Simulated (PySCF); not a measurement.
CH₅O, SMILES C[OH2+], charge +1. The structure is a stationary point at B3LYP-D3(BJ)/def2-TZVP. The isomer is the one that the SMILES or the coordinates give; other isomers of the formula were not compared.

Problem. Give the equilibrium geometry at B3LYP-D3(BJ)/def2-TZVP (PySCF confirms it by a frequency run) as bond lengths and angles, and its point group. (An estimate is asked for; the answer gives what the named calculation found.)

Solution. point group Cs.
Atoms: C1 O2 H3 H4 H5 H6 H7. Bonded distances (Å): C1–O2 1.519, C1–H3 1.084, C1–H4 1.084, C1–H5 1.085, O2–H6 0.976, O2–H7 0.976. Angles (°): O2–C1–H3 104.5, O2–C1–H4 104.5, O2–C1–H5 108.2, H3–C1–H4 111.9, H3–C1–H5 113.5, H4–C1–H5 113.5, C1–O2–H6 114.7, C1–O2–H7 114.7, H6–O2–H7 110.5.
Charge +1, spin multiplicity 1.
